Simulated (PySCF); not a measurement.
**Electron correlation in Ca (calcium, neutral)**

[Ar] 4s1 4p1, high-spin 3P determinant (an excited configuration). All numbers are calculated (PySCF 2.14, the spin-free X2C one-electron Hamiltonian (Gaussian nucleus), in x2c-TZVPPall with one added diffuse shell each of s, p, d type (7s6p4d, 45 functions)). Frozen: [Ar]; 2 electrons correlated.

With two correlated electrons CCSD is exact within the correlated space (frozen core and kept virtual orbitals).

| level | correlation energy (mhartree) |
| --- | --- |
| CCSD | -3.84 |

Diagnostics: T1 = 0.010, D1 = 0.0198, largest double amplitude 0.053.

Cost of the coupled-cluster step: roughly 0.6 core-seconds, for 2 correlated electrons.
